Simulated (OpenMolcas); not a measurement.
Os2+: moving or changing the point charges

Os2+ among 6 point charges of -1 e arranged as a trigonal antiprism (D3d), 1.89 Å from the ion, with a polar angle of 62.4° against the regular 54.74°.

| Property | Result |
| --- | --- |
| Program | OpenMolcas |
| Method | SS-CASPT2, IPEA 0.25 Eh, imaginary shift 0.1 Eh (closed shells correlated: 5s 5p) |
| Basis | ANO-RCC-VTZP [8s7p5d3f2g1h] |
| Scalar Hamiltonian | DKH2, point nucleus |
| Active space | 6 electrons in 5 orbitals (5d) |
| State averaging | 2S+1 = 5 even, 5 roots; 2S+1 = 3 even, 45 roots; 2S+1 = 1 even, 50 roots |
| Spin-orbit coupling | RASSI with atomic mean-field integrals over the reference wave functions |

Runs around this geometry, states (labels of D3, the rotations of D3d). Energies in cm-1 above the lowest state or level, χT in cm3 K/mol.

| R (Å) | q (e) | Polar angle / regular | Ground state | First state of that spin | First gap with spin-orbit (degeneracies) | χT at 300 K | First state of another spin |
| --- | --- | --- | --- | --- | --- | --- | --- |
| 1.89 | -0.65 | 1.14 | 5A1 | 5E 2620 | 330 (1, 2) | 3.697 | 3A2 10780 |
| 1.89 | -1 | 1.14 | 5A1 | 5E 10000 | 1020 (1, 2) | 1.274 | 3A2 8320 |
| 2.08 | -1 | 1.14 | 5A1 | 5E 4160 | 430 (1, 2) | 3.188 | 3A2 10950 |
| 1.89 | -1 | 1.23 | 5A1 | 5E 14460 | 1060 (1, 2) | 1.181 | 3A2 9010 |

Taking the first state of the same spin as R^-n, n = -ln(4160 / 10000) / ln(2.08 / 1.89) = 9.2 between the shortest and longest distance.

Scaling the charges by -0.65 / -1 = 0.65 scales the first state of the same spin by 2620 / 10000 = 0.26; with fixed orbitals a first-order splitting would follow the charge.

Roots that are degenerate in the reference are averaged as groups; the widest CASPT2 spread within a group is 410 cm-1 (the 2-fold group of multiplicity 1 near 51000 cm-1 above the lowest state of its run, R = 1.89, q = -1, ratio = 1.14). Shifts and gaps below about the spread of the groups concerned are not significant. Point charges give a weaker field than real ligands, and real ions of this kind are as a rule low spin; the high spin found here belongs to the model. Free-ion shares, where given, are those of the reference states; single-state CASPT2 does not remix them. Spin-orbit coupling mixes the spin-free states strongly: the lowest level takes only 68 % from its leading state, 5A1 (figures for R = 1.89, q = -0.65, ratio = 1.14; the like holds for R = 1.89, q = -1, ratio = 1.14, R = 1.89, q = -1, ratio = 1.23). This shell can be high or low spin here, a state of another spin lies low, and with metal d orbitals alone active their balance is uncertain, so the ground spin may be wrong (holds for R = 1.89, q = -1, ratio = 1.14). Point charges carry no covalency, so the field is a model and not that of real ligands. No measured value stands beside these numbers.
